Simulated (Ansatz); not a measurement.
Ansatz (a first-principles code) input:

Ansatz 0.2 input:
```yaml
crystal:
  periodic: [false, false, false]
  atoms:
    - {symbol: Cr, position_ang: [-0.00000000, -0.00000000, -0.48918520]}
    - {symbol: F, position_ang: [0.00000000, 0.00000000, 1.30449386]}
basis:
  gaussian:
    orbitals: 6-31G*
hamiltonian:
  xc: {name: PBE0}
magnetization: {spin_polarized: true, initial_magnetization: 5}
```

Q: What final total energy does it print?

A: -1143.89892 Eh (PBE0/6-31G*).

The spin state was set by rule; other spins were not relaxed.
